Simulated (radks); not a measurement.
Question: Neutral tungsten, 74 electrons, occupied as [Ar] 3d10 4s2 4p(1/2: 2, 3/2: 4) 4d10 4f14 5s2 5p6 5d4 6s2. Calculated with a radial shooting solver on a logarithmic mesh with Libxc functionals: Dirac Kohn-Sham, BLYP, spin-unpolarised, spherical densities, finite nucleus; open shells fill j = l - 1/2 first; Fermi nuclear charge, rms radius 5.3658 fm. Some entries of the table are withheld. Estimate them.

orbital  occ.  eigenvalue (eV)  <r> (bohr)
1s1/2       2        -69378.11     0.01835
2s1/2       2        -11966.46     0.07695
2p1/2       2              (1)     0.06365
2p3/2       4              (2)     0.07160
3s1/2       2        -2754.979      0.2006
3p1/2       2        -2522.655      0.1905
3p3/2       4        -2230.094      0.2053
3d3/2       4        -1837.755      0.1797
3d5/2       6        -1774.123      0.1842
4s1/2       2        -567.4420      0.4495
4p1/2       2        -470.9982         (3)
4p3/2       4        -403.1517         (4)
4d3/2       4        -244.5012      0.5048
4d5/2       6        -232.0014      0.5162
5s1/2       2         -78.1755       1.069
5p1/2       2         -49.6310       1.179
5p3/2       4         -39.8207       1.285
4f5/2       6         -33.5566      0.6034
4f7/2       8         -31.3193      0.6131
6s1/2       2          -5.4887       3.208
5d3/2       4          -4.5059       2.047
5d5/2       0          -3.7965       2.153

Answer: 
(1) 2p1/2 eigenvalue (eV): -11446.31
(2) 2p3/2 eigenvalue (eV): -10093.22
(3) 4p1/2 <r> (bohr): 0.4546
(4) 4p3/2 <r> (bohr): 0.4879
